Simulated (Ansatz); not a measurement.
Cost and result up the ladder for the cluster Sc3N3 (6 atoms). Total charge 0; singlet. Geometry: PBE-D4/def2-SVP.

```
atom   x (Å)   y (Å)   z (Å)
 Sc1   0.545   1.531   1.235
 Sc2  -0.421   0.247  -1.982
 Sc3  -0.274  -1.081   0.514
  N4  -0.061  -1.432  -1.417
  N5   0.903  -0.150   1.795
  N6  -0.692   0.885  -0.145
```

Ansatz on 4 threads of Arm Neoverse V2 on a shared host. Times are rough, and most runs start from the orbitals of an earlier one. PBE0-D4/def2-TZVP serves as the yardstick here, not as an exact answer. Differences are given only for rows in sets of like size (and for xTB, whose basis is part of the method), since another set adds its own error. Binding counts from free atoms at the same level (Sc doublet, N quartet; other spins of the atoms weren't run), without zero-point energy or a counterpoise term.

B3LYP takes the VWN-RPA correlation. Correlated methods freeze 18 core orbitals; core or outer-core shells of Sc are correlated, in sets that lack core-valence functions. The rows differ in basis, and correlated rows in double-zeta sets carry the largest basis error. No other spin state of charge 0 was run. The structure comes from a short search, and lower isomers may exist.

Correlated methods converge slowly with the basis, most of all in double-zeta sets.

```csv
level,functions,binding energy per atom (eV),difference from PBE0-D4/def2-TZVP (eV),remarks
CCSD(T)/def2-SVP,135,3.53,–,–
B3LYP-D4/def2-TZVP,228,4.02,-0.01,–
PBE0-D4/def2-TZVP,228,4.03,0.00,–
MP2/def2-TZVP,228,4.19,0.16,test for broken spin undecided
LDA (SPW92)/def2-TZVP,228,5.19,1.16,–
PBE-D4/def2-SVP,135,4.61,–,–
PBE0-D4/def2-SVP,135,4.07,–,–
HF/STO-3G,69,2.01,–,–
B2PLYP/def2-TZVP,228,4.01,-0.02,test for broken spin undecided
```

Question: Estimate how long each takes.

Answer: HF/STO-3G 0.5 s; LDA (SPW92)/def2-TZVP 2 s; PBE-D4/def2-SVP 2.6 s; PBE0-D4/def2-SVP 3.3 s; MP2/def2-TZVP 5.5 s; B3LYP-D4/def2-TZVP 6.5 s; PBE0-D4/def2-TZVP 8 s; B2PLYP/def2-TZVP 11 s; CCSD(T)/def2-SVP 35 s. On shared hardware such times vary by a factor of up to 3.
